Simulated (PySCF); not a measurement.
Cl3OTa, singlet, at a GFN2-xTB geometry (such geometries of metal compounds can be far from the true shape) (core potentials on Ta); DF-B3LYP/def2-SVP in PySCF.

Input for PySCF:
```python
from pyscf import gto, scf, dft

mol = gto.M(
    atom='''
Ta    0.15665099    0.08849969   -0.15002696
O     1.28874592    0.72807464   -1.23425093
Cl    1.08693711   -0.91589593    1.59030402
Cl   -1.17072286   -1.42716546   -1.06863054
Cl   -1.19536069    1.62040996    0.70338389
''',
    basis='def2-svp',
    ecp={'Ta': 'def2-svp'},
    verbose=4,
)

mf = dft.RKS(mol)
mf.xc = 'b3lyp'
mf = mf.density_fit(auxbasis='def2-universal-jkfit')
mf.kernel()
```

Output, abridged:

```
PySCF version 2.14.0

[INPUT] verbose = 4
[INPUT] num. atoms = 5
[INPUT] num. electrons = 72
[INPUT] charge = 0
[INPUT] spin (= nelec alpha-beta = 2S) = 0
[INPUT] symmetry False subgroup None
[INPUT] Mole.unit = angstrom
[INPUT] Symbol           X                Y                Z      unit          X                Y                Z       unit  Magmom
[INPUT]  1 Ta     0.156650990000   0.088499690000  -0.150026960000 AA    0.296027468242   0.167240176209  -0.283509865701 Bohr   0.0
[INPUT]  2 O      1.288745920000   0.728074640000  -1.234250930000 AA    2.435376832951   1.375861667841  -2.332396226690 Bohr   0.0
[INPUT]  3 Cl     1.086937110000  -0.915895930000   1.590304020000 AA    2.054013452526  -1.730792466304   3.005239052595 Bohr   0.0
[INPUT]  4 Cl    -1.170722860000  -1.427165460000  -1.068630540000 AA   -2.212345573168  -2.696951853839  -2.019419048946 Bohr   0.0
[INPUT]  5 Cl    -1.195360690000   1.620409960000   0.703383890000 AA   -2.258904324171   3.062131033917   1.329202912531 Bohr   0.0

nuclear repulsion = 387.03258405041
number of shells = 42
number of NR pGTOs = 189
number of NR cGTOs = 100
basis = def2-svp
ecp = {'Ta': 'def2-svp'}

******** <class 'pyscf.df.df_jk.DFRKS'> ********
method = DFRKS
initial guess = minao
damping factor = 0
level_shift factor = 0
DIIS = <class 'pyscf.scf.diis.CDIIS'>
diis_start_cycle = 1
diis_space = 8
diis_damp = 0
SCF conv_tol = 1e-09
SCF conv_tol_grad = None
SCF max_cycles = 50
direct_scf = False
XC library pyscf.dft.libxc version 7.1.2
    S. Lehtola, C. Steigemann, M. J. T. Oliveira, and M. A. L. Marques,  SoftwareX 7, 1–5 (2018)
XC functionals = b3lyp
    P. J. Stephens, F. J. Devlin, C. F. Chabalowski, and M. J. Frisch,  J. Phys. Chem. 98, 11623 (1994)
radial grids:
    Treutler-Ahlrichs [JCP 102, 346 (1995); DOI:10.1063/1.469408] (M4) radial grids

becke partition: Becke, JCP 88, 2547 (1988); DOI:10.1063/1.454033
pruning grids: <function nwchem_prune>
grids dens level: 3
symmetrized grids: False
atomic radii adjust function: <function treutler_atomic_radii_adjust>
small_rho_cutoff = 0
Set gradient conv threshold to 3.16228e-05
Initial guess from minao.
tot grids = 94736
******** <class 'pyscf.df.df.DF'> ********
auxbasis = def2-universal-jkfit
init E= -1500.06576554197
  HOMO = -0.537665621861639  LUMO = -0.404296489475172  gap/eV = 3.62916
cycle= 1 E= -1512.12508766416  delta_E= -12.1  |g|= 1.46  |ddm|= 7.95
  HOMO = 0.0111410379023687  LUMO = 0.037865931002647  gap/eV = 0.72722
cycle= 2 E= -1508.4468301429  delta_E= 3.68  |g|= 3.67  |ddm|= 8.43
  HOMO = -0.342108309512056  LUMO = -0.0237171420130754  gap/eV = 8.66386
cycle= 3 E= -1512.39010319626  delta_E= -3.94  |g|= 1.08  |ddm|= 7.94
  HOMO = -0.334132816072387  LUMO = -0.127310560809383  gap/eV = 5.62792
cycle= 4 E= -1512.57642369342  delta_E= -0.186  |g|= 0.689  |ddm|= 1.36
  HOMO = -0.342586720364156  LUMO = -0.0981888371142204  gap/eV = 6.65041
cycle= 5 E= -1512.66762755503  delta_E= -0.0912  |g|= 0.0912  |ddm|= 0.406
  HOMO = -0.343612995120181  LUMO = -0.0961977560470644  gap/eV = 6.73251
cycle= 6 E= -1512.66915434676  delta_E= -0.00153  |g|= 0.0335  |ddm|= 0.0655
  HOMO = -0.345907027974576  LUMO = -0.0964905057312288  gap/eV = 6.78697
cycle= 7 E= -1512.66938048866  delta_E= -0.000226  |g|= 0.00149  |ddm|= 0.0235
  HOMO = -0.345925244751064  LUMO = -0.096405067937184  gap/eV = 6.78979
cycle= 8 E= -1512.66938094531  delta_E= -4.57e-07  |g|= 0.000226  |ddm|= 0.00122
  HOMO = -0.345943594651163  LUMO = -0.0964238591221891  gap/eV = 6.78978
cycle= 9 E= -1512.66938095694  delta_E= -1.16e-08  |g|= 7.37e-05  |ddm|= 0.000261
  HOMO = -0.345939277857506  LUMO = -0.0964236837074396  gap/eV = 6.78967
cycle= 10 E= -1512.66938095812  delta_E= -1.17e-09  |g|= 1.78e-05  |ddm|= 6.43e-05
  HOMO = -0.345939711518994  LUMO = -0.0964252060443651  gap/eV = 6.78964
cycle= 11 E= -1512.66938095819  delta_E= -7.71e-11  |g|= 4.34e-06  |ddm|= 2.08e-05
  HOMO = -0.345940115731003  LUMO = -0.0964249334026579  gap/eV = 6.78965
Extra cycle  E= -1512.66938095817  delta_E= 2.71e-11  |g|= 1.2e-05  |ddm|= 1.28e-05
converged SCF energy = -1512.66938095817
```
